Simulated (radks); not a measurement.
P1.25+, 13.75 electrons, occupied as [Ne] 3s2 3p(up 1.75, down 0) (fractional occupations, a model configuration). Method: scalar-relativistic Kohn-Sham, PBEsol, spin-polarised, spherical densities, point nucleus; computed with a radial shooting solver on a logarithmic mesh with Libxc functionals.

Normalised radial functions P(r) = r R(r), r in bohr:

r	3p down
0.01125	0.0036
0.01279	0.0046
0.01442	0.0058
0.01626	0.0073
0.01833	0.0091
0.02083	0.0115
0.02349	0.0143
0.02649	0.0178
0.02986	0.0221
0.03394	0.0276
0.03827	0.0340
0.04315	0.0416
0.04865	0.0508
0.05485	0.0617
0.06234	0.0755
0.07029	0.0906
0.07925	0.1080
0.08936	0.1278
0.1016	0.1514
0.1145	0.1758
0.1291	0.2018
0.1456	0.2289
0.1654	0.2578
0.1865	0.2836
0.2103	0.3064
0.2371	0.3241
0.2695	0.3347
0.3039	0.3343
0.3426	0.3214
0.3863	0.2937
0.4391	0.2461
0.495	0.1836
0.5582	0.1040
0.6293	0.0089
0.7096	-0.0987
0.8064	-0.2224
0.9093	-0.3407
1.025	-0.4547
1.156	-0.5574
1.314	-0.6466
1.481	-0.7039
1.67	-0.7307
1.883	-0.7244
2.14	-0.6825
2.413	-0.6151
2.721	-0.5283
3.068	-0.4316
3.486	-0.3279
3.931	-0.2384
4.432	-0.1622
4.997	-0.1025
5.68	-0.0574
6.404	-0.0304
7.22	-0.0146

3p down (empty): eigenvalue -15.352 eV, 1 radial node at r = 0.636 bohr, <r> = 2.11 bohr, 90 % of the charge inside 3.26 bohr.
